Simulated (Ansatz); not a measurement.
`BB(O)S` + HBr → `BB(O)Br` + H₂S at 400 K and 1 bar (ligand exchange at a B–S bond).

Isolated molecules relaxed with PBE0-D4/def2-TZVP in Ansatz; ΔE leaves out vibrations. CBS: MP2 limit from def2 TZ/QZ plus the TZ coupled-cluster correction, frozen cores. This one scheme is used for every species. For Br outer-core shells are correlated without core-valence functions, which leaves a few kJ/mol of doubt a bond. Scalar relativity is left out up to krypton. Each species was taken in one conformer, which may not be the lowest.

```tsv
species	CCSD(T)/CBS energy (Eh)	H − E (kJ/mol)	S (J/(mol·K))
`BB(O)S`	-524.98370	155.7	348.1
HBr	-2573.91920	27.6	207.2
`BB(O)Br`	-2699.94100	130.1	341.9
H₂S	-398.97279	53.4	215.9
```

H − E and S are ideal-gas, rigid-rotor, harmonic terms from PBE0-D4/def2-TZVP, for one conformer and one mirror image of each species. 1 Eh = 2625.50 kJ/mol, R = 8.31446 J/(mol·K).

Question: By hand: ΔE, ΔH, ΔS and ΔG.

Answer: ΔE = (-2699.94100) + (-398.97279) − (-524.98370) − (-2573.91920) = -0.01089 Eh = -28.6 kJ/mol. Δ(H − E) = 130.1 + 53.4 − 155.7 − 27.6 = 0.2, so ΔH = -28.4 kJ/mol. ΔS = 341.9 + 215.9 − 348.1 − 207.2 = 2.5 J/(mol·K). ΔG = -28.4 − 400 × (2.5)/1000 = -29.4 kJ/mol.

Question: By hand: the equilibrium constant, and the temperature at which ΔG would vanish if ΔH and ΔS stayed fixed.

Answer: log₁₀ K = −ΔG/(RT ln 10) = 3.8. ΔH and −TΔS have one sign here, so there is no such temperature.

The number of gas molecules stays the same, so ΔS is small and ΔH decides. A doubt of 5 kJ/mol in ΔE shifts log₁₀ K by 0.7 here. Other conformers and mirror images would add mixing entropy, several J/(mol·K) or more a flexible species. These are equilibria of isolated gas molecules and say nothing of rates. Largest T1 diagnostic: 0.014 (customary marks: 0.02 for closed shells, 0.045 for open ones).

ΔS is within the doubt of such terms, so its sign, and with it that verdict, could turn.
